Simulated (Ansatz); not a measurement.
# Which isomer of ClH6N3Si gives these data?

These gas-phase data were calculated for one isomer of ClH6N3Si at PBE0-D4/def2-SVP (harmonic, unscaled wavenumbers; equilibrium rotational constants with average atomic masses):

| Item | Value |
| --- | --- |
| rotational constants | 3.574, 2.261, 2.261 GHz |
| all wavenumbers above 1500 cm⁻¹ | 3725, 3724, 3724, 3620, 3619, 3619, 1534, 1532, 1532 |

Candidates:

(1) `NN[Si@H](N)Cl`, a singlet
(2) `N[Si](N)(N)Cl`, a singlet

Assign the data to one candidate and say why.

Candidate (2). No mode falls between 2000 and 2380 cm⁻¹, where the Si–H stretch of (1) would stand.

The same quantities for all candidates:

|  | rotational constants (GHz) | wavenumbers above 1500 cm⁻¹ | E above the lowest, PBE0-D4/def2-SVP (kcal/mol) |
| --- | --- | --- | --- |
| (1) | 4.019, 2.202, 1.756 | 3723, 3625, 3615, 3585, 3491, 2250, 1673, 1529 | 51.5 |
| (2) | 3.574, 2.261, 2.261 | 3725, 3724, 3724, 3620, 3619, 3619, 1534, 1532, 1532 | 0.0 |

Each candidate is one conformer. Programs: Ansatz 0.2.0.
